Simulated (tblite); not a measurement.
A tight-binding relaxation on `C#C[C@@H](C#N)CCNC`.

Computed with GFN2-xTB geometry optimisation, gas phase (tblite 0.8.0). Start geometry: from a force field or distance geometry. The input is one job of a driver script: a line of settings, then coordinates in Å.

Command:
```bash
OMP_NUM_THREADS=1 python probes_run.py task.json out
```

Input:
```
{"job": {"kind": "relax", "xc": "GFN2-xTB", "basis": "xTB"}, "charge": 0, "multiplicity": 1}
C     -3.597800     1.297300     1.175500
C     -2.627600     0.671300     0.893300
C     -1.397300    -0.117800     0.574200
C     -1.739900    -1.449700     0.042000
N     -1.991800    -2.510600    -0.367100
C     -0.565700     0.672000    -0.453100
C      0.809800     0.051200    -0.739800
N      1.622600     0.010900     0.486600
C      2.878700    -0.700000     0.249000
H     -4.487000     1.855800     1.423600
H     -0.838700    -0.238200     1.498000
H     -1.110000     0.754700    -1.399000
H     -0.418700     1.703000    -0.083100
H      1.323200     0.648500    -1.501400
H      0.676400    -0.950300    -1.146800
H      1.826500     0.959600     0.796600
H      3.472200    -0.199600    -0.522100
H      2.695300    -1.742500    -0.043900
H      3.460100    -0.706300     1.177400
```

Problem. What does the run print?

Solution. 
```
step      E/eV     max force
  0    -702.14809    2.773
  1    -701.99426    7.471
  2    -702.23937    1.241
  3    -702.20868    3.686
  4    -702.27054    0.355
  5    -702.28115    0.273
  6    -702.29243    0.272
  7    -702.29457    0.147
  8    -702.29831    0.184
  9    -702.30067    0.214
... (58 lines left out)
 68    -702.32338    0.027
 69    -702.32346    0.022
 70    -702.32353    0.023
 71    -702.32360    0.029
 72    -702.32367    0.025
 73    -702.32371    0.013
 74    -702.32374    0.012
 75    -702.32376    0.014
 76    -702.32378    0.015
 77    -702.32379    0.008
```

«max force» is the largest atomic force in eV/Å.

Problem. From which step on does the largest force stay under 0.1 eV/Å, and how much energy is left to gain from there?

Solution. From step 18 (0.090 eV/Å), 9.0 meV above the end.

Summary of the converged run: energy lowered by 4.1 kcal/mol over 77 steps; largest atomic force 0.008 eV/Å at the end.

The run took 0.41 s on Arm Neoverse V2, one thread, no GPU, shared host with 32 logical CPUs at a one-minute load of 21.
Labels such as C1 count atoms from 1, the log's own numbers from 0.
